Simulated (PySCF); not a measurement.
## How methods differ on the ionisation energy of Ta⁺

Ta⁺ [Xe] 4f14 5d3 6s1 (5F) → Ta²⁺ [Xe] 4f14 5d3 (4F), as a difference of total energies. Computed with PySCF 2.14 in def2-QZVPPD with the def2 core potential (60 electrons) (7s6p4d3f2g, 84 functions), with a scalar-relativistic core potential. Correlated levels: valence: 5s2 5p6 frozen; valence and next inner shell: nothing frozen outside the core potential. The calculations carry no spin-orbit coupling.

```json
{"method": "UHF", "ionisation energy (eV)": "14.139"}
{"method": "LDA", "ionisation energy (eV)": "15.689"}
{"method": "PBE", "ionisation energy (eV)": "15.423"}
{"method": "PBE0", "ionisation energy (eV)": "15.181"}
{"method": "r2SCAN", "ionisation energy (eV)": "15.438"}
{"method": "M06", "ionisation energy (eV)": "14.587"}
{"method": "BLYP", "ionisation energy (eV)": "15.255"}
{"method": "BP86", "ionisation energy (eV)": "15.523"}
{"method": "M06-L", "ionisation energy (eV)": "14.405"}
{"method": "MP2 (valence)", "ionisation energy (eV)": "14.505"}
{"method": "SCS-MP2 (valence)", "ionisation energy (eV)": "14.261"}
{"method": "MP2 (valence and next inner shell)", "ionisation energy (eV)": "15.000"}
{"method": "SCS-MP2 (valence and next inner shell)", "ionisation energy (eV)": "14.695"}
```

Task: How much does correlation contribute at MP2 (valence and next inner shell)?

Result: 15.000 − (14.139) = 0.861 eV, measured against UHF.

The reference lies between the lowest fine-structure levels, while these numbers refer to the centres of the terms.

Errors of the correlated levels include the incompleteness of this basis and the frozen core.

For comparison: 16.2 ± 0.5 eV (semi-empirical (NIST evaluation); NIST Atomic Spectra Database, ionization energies).
